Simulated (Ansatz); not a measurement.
Relaxation of AlCl2HO (5 atoms, charge 0, multiplicity 1), to a largest force component of 0.02 eV/Å in at most 50 steps.

The calculation used RKS PBE-D4/def2-SVP (Ansatz).

```xyz
5
Properties=species:S:1:pos:R:3
O -0.195 1.396 0.352
Al -0.135 -0.374 0.075
Cl 1.191 -1.587 1.314
Cl -1.264 -1.323 -1.511
H 0.453 1.813 -0.272
```

Question: Where does it end, and by what steps?

Answer: The run converged. After 10 steps the energy has fallen by 0.344 eV; H5 moved furthest, 0.56 Å.

```tsv
step	energy less start (eV)	largest force component (eV/Å)	accepted
0	0.0000	1.419	yes
1	-0.1499	0.918	yes
2	-0.1943	0.525	yes
3	-0.2664	0.622	yes
4	0.0351	3.497	no
5	-0.3061	0.169	yes
6	-0.3292	0.275	yes
7	-0.2891	1.371	no
8	-0.3423	0.110	yes
9	-0.3441	0.050	yes
10	-0.3444	0.001	yes
```

```xyz
5
Properties=species:S:1:pos:R:3
O 0.305 1.267 0.259
Al 0.039 -0.404 0.064
Cl 0.991 -1.692 1.410
Cl -1.190 -1.180 -1.454
H -0.095 1.934 -0.321
```

Whether the end is a true minimum wasn't checked by a vibrational analysis.

Time of the run: 19 s on 1 thread of Arm Neoverse V2, on a shared host, peak memory 0.14 GiB.
